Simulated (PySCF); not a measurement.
# Atomic charges by several schemes

Species: fluorodihydroxyborane, BFH₂O₂.
Structure used (PBE0-D3(BJ)/def2-TZVP), in Å, numbered top down from 1:
```
atom  x, y, z in Å
O1     0.994    0.166   -0.948
B2    -0.002    0.308   -0.046
O3    -0.538   -0.765    0.597
F4    -0.449    1.539    0.202
H5     1.254   -0.750   -1.067
H6    -1.236   -0.526    1.211
```

Density: PBE0/pcSseg-2 (PySCF); schemes: Mulliken, IAO, Hirshfeld and ESP-fitted. Geometry: PBE0-D3(BJ)/def2-TZVP, one conformer, isolated molecule.

Tabulate the Mulliken, IAO, Hirshfeld and ESP-fitted charges.

In e:

| atom | environment | Mulliken | IAO | Hirshfeld | ESP-fitted |
| --- | --- | --- | --- | --- | --- |
| O1 | boron-bound oxygen | -0.406 | -0.577 | -0.265 | -0.667 |
| B2 | three-coordinate boron | +0.751 | +0.749 | +0.328 | +0.842 |
| O3 | boron-bound oxygen | -0.443 | -0.595 | -0.272 | -0.722 |
| F4 | boron-bound fluorine | -0.356 | -0.352 | -0.164 | -0.321 |
| H5 | hydroxyl hydrogen | +0.225 | +0.389 | +0.187 | +0.437 |
| H6 | hydroxyl hydrogen | +0.229 | +0.387 | +0.185 | +0.431 |

Mean size of the charges over all atoms: ESP-fitted 0.570 e, IAO 0.508 e, Mulliken 0.402 e, Hirshfeld 0.233 e. Each set sums to the total charge, 0, to within 0.001 e. The Hirshfeld scheme weights the molecular density at each point by an atom's share of the summed free-atom densities. The Mulliken scheme counts on each atom the diagonal of the density matrix times the overlap matrix over that atom's basis functions.

Lowest charge. All schemes agree: Mulliken O3 (-0.443); IAO O3 (-0.595); Hirshfeld O3 (-0.272); ESP-fitted O3 (-0.722).

Highest charge. All schemes agree: Mulliken B2 (+0.751); IAO B2 (+0.749); Hirshfeld B2 (+0.328); ESP-fitted B2 (+0.842).

How many electrons does the Hirshfeld scheme count on O1?

Z − q = 8 − (-0.265) = 8.265.

Sum the charges by element, for elements with more than one atom.

```json
{"element": "O", "atoms": "2", "Mulliken": "-0.849", "IAO": "-1.173", "Hirshfeld": "-0.536", "ESP-fitted": "-1.389"}
{"element": "H", "atoms": "2", "Mulliken": "+0.454", "IAO": "+0.776", "Hirshfeld": "+0.372", "ESP-fitted": "+0.868"}
```

These values come from a run that also computed NMR shieldings. On an Arm Neoverse N1 with one thread, no GPU, on a shared host, this took 14 s wall and 0.69 GiB of memory at its peak.
